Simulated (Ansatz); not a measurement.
Calculated with Ansatz (gas phase, PBE0-D4/def2-TZVP geometries, no zero-point term in ΔE). CCSD(T)/CBS adds triple-zeta CCSD(T) − MP2 to the extrapolated MP2 energy (def2 sets, frozen cores). This one scheme is used for every species. DFT in def2-TZVPP. B3LYP here is the variant with VWN-RPA as its local correlation; programs differ in this. def2 core potentials past Kr. For Te outer-core shells are correlated without core-valence functions, which leaves a few kJ/mol of doubt a bond. One conformer a species, not always the lowest.

Reaction (hydrogenolysis of a B–S bond): `CSB[TeH]` + H₂ → `B[TeH]` + CH₃SH

CCSD(T)/CBS gives +16.3 kcal/mol.

Question: Another level gave +15.7 kcal/mol. Which?
A. B3LYP/def2-TZVPP
B. LDA (SPW92)/def2-TZVPP
C. r2SCANh-D4/def2-TZVPP
D. SCS-MP2/def2-TZVPP

Answer: D. SCS-MP2/def2-TZVPP 15.7, r2SCANh-D4 17.5, LDA (SPW92) 18.9, B3LYP 13.0 kcal/mol.

Largest T1 diagnostic among the species: 0.015.

In def2-TZVPP, CCSD(T) changes the Hartree–Fock value by +7.5 kcal/mol (the triples alone add +1.8 kcal/mol) and MP2 by +10.6 kcal/mol. From BLYP to BHLYP (50 % exact exchange), in def2-TZVPP and without D4, ΔE moves by −1.9 kcal/mol.
